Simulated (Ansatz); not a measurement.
C₄H₈O₂Si, SMILES `C=C[Si](O)(O)C=C`, charge 0, multiplicity 1.

(1) Give a relaxed structure at PBE0-D4/def2-TZVP (Ansatz). (Estimate.)

Results:

(1) Ansatz gave: 
Cartesian coordinates in Å:
```
C -0.483 2.332 -0.018
C -0.036 1.275 -0.691
Si 0.752 -0.193 0.118
O 2.199 -0.572 -0.573
O 0.932 0.252 1.695
C -0.251 -1.740 -0.071
C -1.567 -1.726 -0.263
H -0.403 2.385 1.063
H -0.940 3.184 -0.514
H -0.140 1.272 -1.776
H 2.867 0.115 -0.578
H 1.090 -0.446 2.331
H 0.253 -2.705 -0.026
H -2.122 -0.794 -0.331
H -2.150 -2.637 -0.366
```
This is one stationary point; other conformers may exist.
